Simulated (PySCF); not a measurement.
Ir⁺: excitation energy

Ir⁺ [Xe] 4f14 5d7 6s1 (5F) → Ir⁺ [Xe] 4f14 5d6 6s2 (5D), as a difference of total energies. Calculation: PySCF 2.14, in aug-cc-pVTZ-PP with one added diffuse shell each of s, p, d, f, g type with ECP60MDF (7s7p6d4f3g, 113 functions); a scalar-relativistic core potential. Correlated levels: valence: 5s2 5p6 frozen. The calculations carry no spin-orbit coupling.

```
 method  excitation energy (eV)
    UHF                   2.384
    LDA                   1.957
    PBE                   2.250
   PBE0                   2.365
 r2SCAN                   2.380
 B2PLYP                   2.140
 M06-2X                   2.153
LC-wPBE                   2.441
```

Problem. Estimate what SCS-MP2 (valence) gives.

Solution. 2.180 eV, closest to M06-2X among the rows shown.

Problem. Estimate what MP2 (valence) gives.

Solution. 2.207 eV, closest to PBE among the rows shown.
